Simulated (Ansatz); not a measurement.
`CBC(O)(F)F` + `C[SiH2]N` → `CBN[SiH2]C` + `OC(F)F`  (ligand exchange at a B–C bond)

Gas-phase electronic energies from Ansatz, PBE0-D4/def2-TZVP geometries. CBS: MP2 limit from def2 TZ/QZ plus the TZ coupled-cluster correction, frozen cores. Functionals use def2-TZVPP. B3LYP here is the variant with VWN-RPA as its local correlation; programs differ in this. Each species was taken in one conformer, which may not be the lowest.

```
             level  ΔE (kcal/mol)
          B3LYP-D4          -37.4
           ωB97M-V          -36.8
            B2PLYP          -37.3
            r2SCAN          -36.1
     HF/def2-TZVPP          -37.8
   CCSD/def2-TZVPP          -38.0
SCS-MP2/def2-QZVPP          -38.2
     MP2/CBS(def2)          -38.4
```

(1) What does CCSD(T)/CBS give? (Estimate.)

Largest T1 diagnostic among the species: 0.013.

Answers

(1) The calculation gave: -37.4 kcal/mol. The listed levels differ from it by 0.0, 0.6, 0.1, 1.3, -0.4, -0.6, -0.8, -1.0 kcal/mol.

The D4 term adds −1.2 kcal/mol with B3LYP and −0.7 kcal/mol with PBE0; it sums over pairs of atoms, weighted by their polarisabilities, and B3LYP, whose exchange is more repulsive, gets the larger term. From PBE to PBE0 (25 % exact exchange), in def2-TZVPP and without D4, ΔE moves by −1.2 kcal/mol.
